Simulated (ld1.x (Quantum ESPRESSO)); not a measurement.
**lutetium, PAW: configuration errors across variants**

```
Element                 : Lu
Generator               : ld1.x (Quantum ESPRESSO) 7.5
Type                    : PAW
Functional              : PW91
Relativity              : scalar-relativistic
Frozen core             : [Kr] 4d10
Valence charge          : 25
Reference configuration : 4f14 5s2 5p6 5d2 6s1 6p0
Partial waves           : 5s (bound): rcut 1.60, rcutus 1.90 bohr; 6s (bound): rcut 1.60, rcutus 1.90 bohr; 5p (bound): rcut 1.85, rcutus 2.15 bohr; 6p (bound, empty): rcut 1.85, rcutus 2.15 bohr; 5d (bound): rcut 2.55, rcutus 2.85 bohr; 5d channel at 0.25 Ry: rcut 2.55, rcutus 2.85 bohr; 4f (bound): rcut 1.15, rcutus 1.25 bohr; 4f channel at 1.05 Ry: rcut 1.15, rcutus 1.25 bohr
Local potential         : all-electron potential smoothed inside 1.05 bohr (lloc = -1)
Core correction         : Bessel-smoothed model core inside 1.10 bohr
Augmentation charge     : BESSEL, radius 1.25 bohr
```

All-electron excitation energies from the reference (eV): (1) 4f14 5s2 5p6 5d1 6s2 6p0 -3.002; (2) 4f14 5s2 5p6 5d1 6s1 6p0 4.411; (3) 4f14 5s2 5p6 5d1 6s0 6p0 17.711.

The overlap operator is not positive definite (basis up to 400 Ry) in “base”, “wave 5d channel at 0.25 Ry: rcut 2.55, rcutus 2.85 bohr becomes 5d channel at 7.22 Ry: rcut 2.55, rcutus 2.85 bohr”, “core correction Bessel-smoothed model core inside 1.54 bohr”, “waves 5s (bound): rcut 1.60, rcutus 1.72 bohr; 6s (bound): rcut 1.60, rcutus 1.72 bohr”, “waves 5d (bound): rcut 1.84, rcutus 1.96 bohr; 5d channel at 0.25 Ry: rcut 1.84, rcutus 1.96 bohr”. Such files are unfit for use, however small their errors in these radial tests.

2 further variants failed, have other tests or another functional or relativity, and are left out.

A true bound ghost makes a file unfit for plane-wave use even where its test errors are small: the radial tests pick states by their node count and pass the ghost by.

Errors AE − PS in meV (a dash: test not solved or not reliable):

```tsv
change	(1)	(2)	(3)	bound ghosts
base	-0.7	-2.2	-6.0	s (p not tested, overlap not positive)
wave 5d channel at 0.25 Ry: rcut 2.55, rcutus 2.85 bohr becomes 5d channel at 7.22 Ry: rcut 2.55, rcutus 2.85 bohr	-0.6	-1.9	-5.0	s (p not tested, overlap not positive)
core correction Bessel-smoothed model core inside 1.54 bohr	-0.2	-2.0	-6.2	s (p not tested, overlap not positive)
waves 5s (bound): rcut 1.60, rcutus 1.72 bohr; 6s (bound): rcut 1.60, rcutus 1.72 bohr	+13	+4.6	-3.8	not determined (overlap not positive)
waves 5d (bound): rcut 1.84, rcutus 1.96 bohr; 5d channel at 0.25 Ry: rcut 1.84, rcutus 1.96 bohr	+2.5	+0.1	-3.9	s (p not tested, overlap not positive)
```

Question: Give the same row for: local potential all-electron potential smoothed inside 2.46 bohr (lloc = -1).

Answer: +3.7, +0.7, -4.7; bound ghosts: none.
